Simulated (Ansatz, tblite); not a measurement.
Removing and adding an electron: SnEt2Ph2 (C16H20Sn). The state is a singlet with charge 0. Geometry: PBE-D4/def2-SVP. Ansatz, gas phase; energy differences of separate SCF runs; the oxidised species was run as a doublet alone; the reduced species was run as a doublet alone.

Cartesian coordinates in Å:
```
Sn 0.0418 -0.5860 -0.2795
C -1.1973 -1.2378 -1.9616
C -0.3964 -1.3752 -3.2587
H -2.0192 -0.4991 -2.0641
H -1.6692 -2.2009 -1.6740
H -1.0363 -1.6919 -4.1108
H 0.0845 -0.4176 -3.5487
H 0.4143 -2.1294 -3.1691
C 1.4179 -2.1942 0.2761
C 0.6880 -3.4106 0.8515
H 2.1406 -1.7699 1.0038
H 1.9993 -2.4642 -0.6306
H 1.3930 -4.2185 1.1449
H 0.0981 -3.1477 1.7546
H -0.0209 -3.8540 0.1202
C -1.2268 -0.0729 1.4001
C -2.4513 -0.7422 1.6088
C -3.2683 -0.4244 2.7067
C -2.8715 0.5725 3.6119
C -1.6565 1.2482 3.4161
C -0.8425 0.9287 2.3168
H -2.7844 -1.5235 0.9055
H -4.2211 -0.9565 2.8550
H -3.5116 0.8243 4.4717
H -1.3416 2.0322 4.1227
H 0.1048 1.4746 2.1739
C 1.1647 1.1826 -0.8314
C 0.5507 2.4535 -0.8341
C 1.2682 3.5990 -1.2159
C 2.6149 3.4904 -1.5981
C 3.2401 2.2337 -1.5972
C 2.5190 1.0898 -1.2158
H -0.5039 2.5601 -0.5300
H 0.7734 4.5831 -1.2130
H 3.1788 4.3879 -1.8961
H 4.2969 2.1433 -1.8940
H 3.0298 0.1126 -1.2176
```

In the def2 sets Sn takes a core potential; there is no spin–orbit coupling. The xTB rows come from tblite. Correlated methods freeze 20 core orbitals; core or outer-core shells of Sn are correlated, in sets that lack core-valence functions. Single mean-field runs in def2-TZVP are fitted with def2-universal-jkfit. HOMO above LUMO, or a gap near zero within one spin, warns that the state may not be the lowest or that an electron is smeared out.

Question: Estimate orbital energies and vertical ionisation energies and electron affinities at: GFN1-xTB; GFN2-xTB; PBE-D4/def2-TZVP; PBE0-D4/def2-TZVP; PBE-QIDH/def2-TZVP.

Answer: 
```tsv
level	−HOMO (eV)	vertical IE (eV)	−LUMO (eV)	vertical EA (eV)	HOMO–LUMO gap (eV)	IE − EA (eV)	remarks
GFN1-xTB	11.39	13.32	7.46	5.47	3.93	7.84	–
GFN2-xTB	10.44	12.32	6.34	4.32	4.10	8.00	–
PBE-D4/def2-TZVP	5.80	7.71	1.37	-0.39	4.43	8.10	HOMO above zero (-1 doublet), gap within one spin near zero (-1 doublet)
PBE0-D4/def2-TZVP	6.82	8.11	0.51	-0.68	6.31	8.79	HOMO above zero (-1 doublet)
PBE-QIDH/def2-TZVP	–	8.79	–	-1.05	–	9.83	–
```

Relaxing the oxidised species (PBE-D4/def2-SVP) changes its energy by -0.17 eV at PBE-D4/def2-TZVP, so the adiabatic ionisation energy to this nearest minimum is 7.54 eV. At PBE0-D4/def2-TZVP it is 7.79 eV.     A HOMO above zero means that the electron is unbound at that level or that self-interaction error raises the level; the energy of removing that electron tells which. Raw xTB energy differences between charge states are shifted by several eV; the methods need an empirical correction for them. Sets without diffuse functions give affinities that are too small. A negative affinity means that the extra electron isn't bound; its size then hangs on the basis.
